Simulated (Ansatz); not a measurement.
```yaml
crystal:
  periodic: [false, false, false]
  atoms:
    - {symbol: O, position_ang: [0.453495, -0.570893, 1.335975]}
    - {symbol: C, position_ang: [0.447858, -0.275245, 0.468880]}
    - {symbol: S, position_ang: [1.267682, 0.264575, 0.174677]}
    - {symbol: Ge, position_ang: [-0.579640, -0.029980, -0.257933]}
    - {symbol: H, position_ang: [1.261765, 0.564682, -0.628027]}
    - {symbol: H, position_ang: [-1.364759, 0.371694, 0.340307]}
    - {symbol: H, position_ang: [-0.441609, 0.284776, -1.060733]}
    - {symbol: H, position_ang: [-0.937215, -0.847424, -0.397292]}
basis:
  gaussian: {orbitals: STO-3G, fitting: {mean_field: def2-universal-jkfit}}
magnetization: {spin_polarized: true, initial_magnetization: 0}
hamiltonian: {xc: {name: B3LYP}, dispersion: d4}
scf: {lower_state_search: full}
output: {forces: true}
```

```sh
$ ansatz run in.yaml --threads 4 --pin off --events-out ev --progress --plain --max-ram 10444MiB
```

Output, abridged:

```
Functional definition: B3LYP
618 factors; integrals over basis functions are off by at most 1.6e-2 eV
mean field evaluation 1: about -69566.7453 eV, gradient 1.1e2 eV
mean field evaluation 2: about -69566.7221 eV, gradient 1.1e2 eV
mean field evaluation 4: about -69592.7650 eV, gradient 3.5e1 eV
mean field evaluation 8: about -69601.1653 eV, gradient 2.5e-1 eV
mean field -69601.16567352 eV, -2557.7956611373 hartree, gradient 1.7e-5 eV, S^2 0.000000; 0 other end points of the search recorded, 0 dependent functions left out
reference -69601.16581354 eV, -2557.7956662829 hartree; 33, 33 occupied and 8, 8 virtual orbitals, 618 factors
Total energy: -69601.52388125 eV, -2557.8088250285 hartree
Atom 0 at     0.453495    -0.570893     1.335975 Å, force    -4.911528   -40.961122   100.736079 eV/Å
Atom 1 at     0.447858    -0.275245     0.468880 Å, force   -82.961323   -46.857938   -22.129506 eV/Å
Atom 2 at     1.267682     0.264575     0.174677 Å, force   144.632565    64.848650     9.532144 eV/Å
Atom 3 at    -0.579640    -0.029980    -0.257933 Å, force   -32.742442    11.263515     5.590990 eV/Å
Atom 4 at     1.261765     0.564682    -0.628027 Å, force     0.079933    20.647383   -56.415313 eV/Å
Atom 5 at    -1.364759     0.371694     0.340307 Å, force   -14.011709     9.039671    10.955181 eV/Å
Atom 6 at    -0.441609     0.284776    -1.060733 Å, force     6.992197    19.174460   -42.215133 eV/Å
Atom 7 at    -0.937215    -0.847424    -0.397292 Å, force   -17.077692   -37.154619    -6.054442 eV/Å
Dipole moment:     0.171786     0.181853    -0.339700 e Å
```

Problem. What is wrong with this run?

Solution. The geometry is squeezed to about two thirds of its size. The calculation finished and met its thresholds. The result belongs to that input, not to the molecule as meant.

B3LYP here is the variant with VWN-RPA as its local correlation; programs differ in this.
